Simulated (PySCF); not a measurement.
## A ladder for the ionisation energy of V

V [Ar] 3d3 4s2 (4F) → V+ [Ar] 3d4 (5D). Scalar values calculated with PySCF 2.14 in x2c-QZVPPall (spin-free X2C; valence: [Ar] frozen; valence and next inner shell: [Ne] frozen). The spin-orbit shift comes from two-component X2C-1e calculations (generalised Hartree-Fock, GHF, and MP2 on its spinors, GMP2) in x2c-QZVPPall-2c: GMP2 gives 6.416 eV without and 6.431 eV with screened spin-orbit coupling, a shift of 0.014 eV (GHF: 0.014 eV). Sums use unrounded values; where a UHF row is shifted, it takes the GHF shift.

| method | scalar (eV) |
| --- | --- |
| UHF | 6.178 |
| LDA | 6.456 |
| PBE | 6.372 |
| PBE0 | 6.338 |
| TPSS | 6.337 |
| wB97X-V | 6.380 |
| HSE06 | 6.395 |
| MP2 (valence) | 6.573 |
| SCS-MP2 (valence) | 7.101 |
| MP2 (valence and next inner shell) | 6.363 |
| SCS-MP2 (valence and next inner shell) | 6.823 |
| CCSD (valence) | 6.792 |
| CCSD(T) (valence) | 6.842 |

Question: Form a composite estimate from CCSD(T) (valence) and the spin-orbit shift, and compare it with the reference, 6.746 eV (measured; NIST Atomic Spectra Database, ionization energies).

Answer: 6.842 + (0.014) = 6.856 eV, an error of 0.110 eV.

The errors of the correlated levels include the incompleteness of the basis and the frozen core, so a lower level can come closer by cancellation.
